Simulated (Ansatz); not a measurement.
Species: GeNH₂F, charge 0, singlet. GeNH2F (SMILES [NH2][Ge][F]).
B3LYP-D3(BJ)/def2-TZVP minimum from Ansatz (an electronic-structure program):
```
N
H 1 1.0088
H 1 1.0107 2 113.21
Ge 1 1.8241 2 124.06 3 180.00
F 4 1.7829 1 94.57 2 -180.00
```
Charge 0, spin multiplicity 1.

Atomisation energy term by term, kcal/mol (programs: Ansatz). Radicals and triplets start from unrestricted determinants; spin-orbit coupling is neglected. Cores are frozen in correlated methods (noble-gas shells, and filled d and f shells in the p block). No relativity. CBS(X,Y): correlation extrapolated as X^-3, Hartree-Fock from the larger set (Q,5: extrapolated as (X+1)exp(-9√X)). A bracket is a step between two methods taken in the basis named. For partners of very few electrons the exact lower level stands in for a higher one.

| term | basis | kcal/mol |
|---|---|---|
| Hartree-Fock | CBS(cc-pVQZ,cc-pV5Z) | 260.51 |
| CCSD correlation | CBS(cc-pVQZ,cc-pV5Z) | 133.52 |
| (T) | CBS(cc-pVQZ,cc-pV5Z) | 9.90 |
| CCSDT(Q) - CCSD(T) | cc-pVTZ | 0.29 |
| sum: De |  | 404.2 |

The step beyond CCSD(T) by other levels: CCSDT(Q) in cc-pVDZ 0.93 kcal/mol.
